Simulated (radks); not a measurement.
The phosphorus ion P10+ is in [He] 2s2 2p1. Method: scalar-relativistic Kohn-Sham, PBEsol, spin-polarised, spherical densities, finite nucleus; Fermi nuclear charge, rms radius of each element as measured or else 0.836 A^(1/3) + 0.57 fm; computed with a radial shooting solver on a logarithmic mesh with Libxc functionals. Open shells are filled with parallel spins first. One electron is removed from 1s, 2p, 2s in turn, with full relaxation. Which removal costs least, and what does each cost?

Answer. 2p 478.57 eV; 2s 500.12 eV; 1s 2575.2 eV. The 2p electron leaves first.
